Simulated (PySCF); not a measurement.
C2Cl2O2Pt, SMILES [O+]#[C-]->[Pt]([Cl])([Cl])<-[C-]#[O+], multiplicity 1. Heavy atoms are numbered as in [Pt:1]([Cl:2])([Cl:3])(<-[C-:5]#[O+:4])<-[C-:7]#[O+:6].

Geometry optimised at PBE0-D3(BJ)/def2-SVP. The spin state was assumed, not searched. The isomer is the one that the SMILES or the coordinates give; other isomers of the formula were not compared. The def2 effective core potentials stand for the cores of Pt; spin–orbit coupling is left out.

Computed with ωB97X/def2-TZVP run with PySCF.

ESP charges are fitted to the potential on shells at 1.4 to 2.0 van der Waals radii. Atomic charges (e), one atom of each kind:

| atom | ESP fit | Löwdin | Mulliken |
|---|---|---|---|
| Pt1 | -0.12 | (withheld) | 0.62 |
| Cl2 | -0.30 | (withheld) | -0.44 |
| O4 | -0.11 | (withheld) | 0.01 |
| C5 | 0.47 | (withheld) | 0.12 |

Q: What belongs in the gaps? (An estimate is asked for; the answer gives what the named calculation found.)

A: 
- Pt1, Löwdin: -0.05
- Cl2, Löwdin: -0.07
- O4, Löwdin: 0.35
- C5, Löwdin: -0.26
